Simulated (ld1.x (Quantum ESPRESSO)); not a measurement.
# Reading a pseudo-wave (silver)

Columns: radius, all-electron u(r) and pseudo u(r) of the 5p shell (level -0.74 eV) of silver in the configuration [Kr] 4d10 5s1 5p0; PBE, scalar-relativistic, TM scheme, ld1.x (Quantum ESPRESSO) 7.5.

| r (bohr) | all-electron | pseudo |
| --- | --- | --- |
| 0.130 | 0.0105 | -0.0011 |
| 0.260 | -0.0887 | -0.0043 |
| 0.390 | -0.0328 | -0.0096 |
| 0.520 | 0.0640 | -0.0173 |
| 0.650 | 0.1281 | -0.0272 |
| 0.780 | 0.1462 | -0.0395 |
| 0.910 | 0.1278 | -0.0542 |
| 1.040 | 0.0871 | -0.0716 |
| 1.170 | 0.0357 | -0.0915 |
| 1.300 | -0.0191 | -0.1140 |
| 1.430 | -0.0729 | -0.1389 |
| 1.560 | -0.1233 | -0.1659 |
| 1.690 | -0.1694 | -0.1945 |
| 1.820 | -0.2107 | -0.2240 |
| 1.950 | -0.2474 | -0.2534 |
| 2.080 | -0.2797 | -0.2819 |
| 2.210 | -0.3079 | -0.3085 |
| 2.340 | -0.3324 | -0.3325 |
| 2.470 | -0.3535 | -0.3535 |
| 2.600 | -0.3715 | -0.3715 |
| 2.730 | -0.3867 | -0.3867 |
| 2.860 | -0.3995 | -0.3995 |
| 2.990 | -0.4100 | -0.4100 |
| 3.120 | -0.4185 | -0.4185 |
| 3.250 | -0.4252 | -0.4252 |
| 3.380 | -0.4304 | -0.4304 |

Problem. How many radial nodes do the two functions have?

Solution. The all-electron 5p function has n − l − 1 = 3; the pseudo-wave has 0, since the states of the same l below it are removed with the core.

Problem. At about which radius was the pseudo-wave matched?

Solution. 2.60 bohr. The columns agree to 0.0005 from 2.34 bohr on; several derivatives are matched, so the curves merge somewhat inside the radius.

Problem. Is the pseudo-wave norm-conserving?

Solution. Yes: the TM scheme keeps the norm inside the radius equal to the all-electron one, which fixes the energy derivative of the logarithmic derivative at the level.
